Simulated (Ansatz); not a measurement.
Cost and result up the ladder for Al₇H (8 atoms). Total charge 0; singlet. Geometry: B3LYP-D4/def2-SVP.

```xyz
8

Al   -0.389    0.690    1.585
Al    1.426    1.375   -0.510
Al   -1.136    1.228   -0.890
Al    0.832   -0.807   -1.739
Al    2.284    0.373    2.095
Al   -1.557   -1.088    0.027
Al    0.877   -1.717    0.664
H    -2.337   -0.053   -1.233
```

Ansatz on 4 threads of AMD EPYC 7B13 on a shared host. Times are rough, and most runs start from the orbitals of an earlier one. No level here is sound enough to serve as a yardstick. Binding counts from free atoms at the same level (Al doublet, H doublet; other spins of the atoms weren't run), without zero-point energy or a counterpoise term.

LC-ωPBE has ω = 0.4 bohr⁻¹. Correlated methods freeze 35 core orbitals. The structure comes from a short search, and lower isomers may exist.

Run but left out: HF/STO-3G, BHLYP-D4/def2-TZVP (restricted singlet, unstable in another Hartree–Fock run and untested here).

Correlated methods converge slowly with the basis.

| level | functions | binding energy per atom (eV) | remarks |
| --- | --- | --- | --- |
| CCSD(T)/def2-TZVPP | 308 | 2.10 | large T1 (0.028), restricted SCF unstable |
| PBE0-D4/def2-SVP | 131 | 2.20 | restricted SCF unstable in HF |
| PBE0-D4/def2-TZVP | 265 | 2.22 | restricted SCF unstable in HF |
| r2SCAN-D4/def2-TZVP | 265 | 2.29 | restricted SCF unstable in HF |
| BLYP-D4/def2-TZVP | 265 | 1.99 | restricted SCF unstable in HF |
| LC-ωPBE/def2-TZVP | 265 | 1.98 | restricted SCF unstable in HF |
| MP2/def2-TZVP | 265 | 2.28 | restricted SCF unstable |
| PBE-D4/def2-SVP | 131 | 2.29 | restricted SCF unstable in HF |
| PBE-D4/def2-TZVP (with forces) | 265 | 2.30 | restricted SCF unstable in HF |

**Question.** Estimate how long each takes.

**Answer.** PBE-D4/def2-SVP 1.8 s; PBE0-D4/def2-SVP 2.7 s; BLYP-D4/def2-TZVP 3.9 s; PBE-D4/def2-TZVP (with forces) 4.5 s; LC-ωPBE/def2-TZVP 6 s; PBE0-D4/def2-TZVP 7 s; r2SCAN-D4/def2-TZVP 7.5 s; MP2/def2-TZVP 8.5 s; CCSD(T)/def2-TZVPP 11 min. On shared hardware such times vary by a factor of up to 3.
